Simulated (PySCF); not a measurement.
PBr⁺ from Hartree–Fock to correlated methods

State: ²Π (doublet), unpaired electrons π ↑. Set-up: basis P def2-TZVPPD, Br def2-TZVPPD; no relativity; PySCF 2.14. De refers to P⁺ + Br in their high-spin ground configurations, without counterpoise correction. The functionals are run spin-unrestricted. A positive dipole points towards Br; it is taken about the centre of mass and depends on that origin.

```csv
Level,Re (Å),ωe (cm⁻¹),De (eV),μ (D)
UHF,2.050,568,2.46,-3.67
UHF-MP2,2.049,569,4.19,n/a
UHF-SCS-MP2,2.053,564,4.02,n/a
UHF-CCSD,2.056,557,3.87,n/a
UHF-CCSD(T),2.067,540,4.12,n/a
LDA,2.057,540,5.50,-2.81
PBE,2.079,523,4.81,-2.90
r²SCAN,2.064,541,4.60,-2.95
r²SCANh,2.057,550,4.48,-3.01
PBE0,2.055,554,4.46,-3.03
MN15,2.037,563,4.24,-3.00
BHandHLYP,2.050,560,3.90,-3.28
M06-2X,2.055,560,4.19,-3.24
LC-ωPBE,2.030,588,4.09,-3.07
```

The bond length runs from 2.030 Å (LC-ωPBE) to 2.079 Å (PBE). De spans 2.46 eV (UHF, mean field) to 5.50 eV (LDA, local density). Correlation at CCSD(T) changes the Hartree–Fock bond energy by +1.66 eV; the triples alone change it by +0.25 eV.

Correlated steps freeze 14 core orbitals. Spin–orbit coupling is left out. For an ion De counts to the pair picked by the measured ionisation energies or electron affinities, which need not be the lowest pair at this level. Counting both spins, an empty level lies below a filled one in some of these solutions, because spin and occupation are held. The state was picked by a PBE0 search and need not be the measured ground state.

The whole job (state search and all levels along the bond) took about 14 min on 2 threads of Intel Xeon Platinum 8488C (shared host), peak memory 4.7 GiB.
